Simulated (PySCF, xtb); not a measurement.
Si(CCH)2(Cl)2 (C4H2Cl2Si), SMILES C#C[Si](Cl)(Cl)C#C.

GFN2-xTB in xtb at its own geometry gives an orbital gap of 5.06 eV and a dipole moment of 1.78 D.

Geometry optimised at PBE0-D3(BJ)/def2-SVP.

What does PBE/def2-TZVP in PySCF give? (An estimate is asked for; the answer gives what the named calculation found.)

gap 5.20 eV (levels -7.37 and -2.17 eV), dipole 2.08 D.
